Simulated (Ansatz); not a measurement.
`O/C(S)=[CH]\[GeH3]` + `[SiH3]N[SiH3]` → `[SiH3][N]([SiH3])[GeH3]` + `C=C(O)S`  (ligand exchange at a Ge–C bond)

Gas-phase electronic energies from Ansatz, PBE0-D4/def2-TZVP geometries. CBS: MP2 limit from def2 TZ/QZ plus the TZ coupled-cluster correction, frozen cores. This one scheme is used for every species. Functionals use def2-TZVPP. For Ge outer-core shells are correlated without core-valence functions, which leaves a few kJ/mol of doubt a bond. Scalar relativity is left out up to krypton. Each species was taken in one conformer, which may not be the lowest.

`O/C(S)=[CH]\[GeH3]`:

Z-matrix (Å, degrees):
```
Ge
C 1 1.922
H 1 1.538 2 112.0
H 1 1.537 2 111.5 3 122.3
H 1 1.550 2 108.7 3 -119.0
C 2 1.338 1 124.6 3 115.5
H 2 1.084 1 118.4 3 -64.1
S 6 1.757 2 121.5 1 -175.5
O 6 1.347 2 126.5 1 2.6
H 8 1.342 6 95.3 2 -164.8
H 9 0.968 6 108.6 2 3.1
```

`[SiH3]N[SiH3]`:

Z-matrix (Å, degrees):
```
Si
N 1 1.726
H 1 1.490 2 112.6
H 1 1.484 2 107.4 3 119.9
H 1 1.489 2 110.9 3 -120.0
Si 2 1.726 1 128.9 3 -109.8
H 2 1.011 1 115.5 3 66.2
H 6 1.490 2 112.6 1 109.8
H 6 1.484 2 107.4 1 -10.1
H 6 1.488 2 110.9 1 -130.1
```

`[SiH3][N]([SiH3])[GeH3]`:

Z-matrix (Å, degrees):
```
Si
N 1 1.728
H 1 1.490 2 112.2
H 1 1.486 2 108.7 3 120.3
H 1 1.489 2 110.2 3 -119.4
Si 2 1.728 1 124.1 3 -105.9
Ge 2 1.858 1 118.0 3 70.0
H 6 1.485 2 109.8 1 -28.4
H 6 1.490 2 112.6 1 92.6
H 6 1.489 2 108.7 1 -148.5
H 7 1.537 2 108.4 1 -137.7
H 7 1.537 2 109.6 1 102.0
H 7 1.537 2 107.2 1 -18.0
```

`C=C(O)S`:

```xyz
8

C    -0.216   -0.043   -1.294
C     0.005   -0.110    0.013
O    -0.648   -0.996    0.803
S     1.214    0.909    0.803
H    -0.867   -0.765   -1.771
H     0.241    0.734   -1.888
H    -0.121   -1.148    1.594
H     0.391    1.419    1.739
```

CCSD(T)/CBS gives -18.3 kJ/mol.

(1) Another level gave -13.7 kJ/mol. Which?
A. CCSD/def2-TZVPP
B. B97M-V/def2-TZVPP
C. PBE0/def2-TZVPP
D. LDA (SPW92)/def2-TZVPP

Largest T1 diagnostic among the species: 0.013.

## Answers

(1) B. B97M-V -13.7, CCSD/def2-TZVPP -19.1, PBE0 -8.8, LDA (SPW92) -4.2 kJ/mol.

From BLYP to BHLYP (50 % exact exchange), in def2-TZVPP and without D4, ΔE moves by −4.1 kJ/mol. Leaving LDA and LC-ωPBE aside and taking each functional with its dispersion term where it has one, the values, not all of them listed here, spread over 9.9 kJ/mol, from BHLYP-D4 to PBE-D4. LDA lies +3.0 kJ/mol from PBE without D4. The D4 term adds −5.9 kJ/mol with B3LYP and −3.2 kJ/mol with PBE0; it sums over pairs of atoms, weighted by their polarisabilities, and B3LYP, whose exchange is more repulsive, gets the larger term.

B3LYP here is the variant with VWN-RPA as its local correlation; programs differ in this.
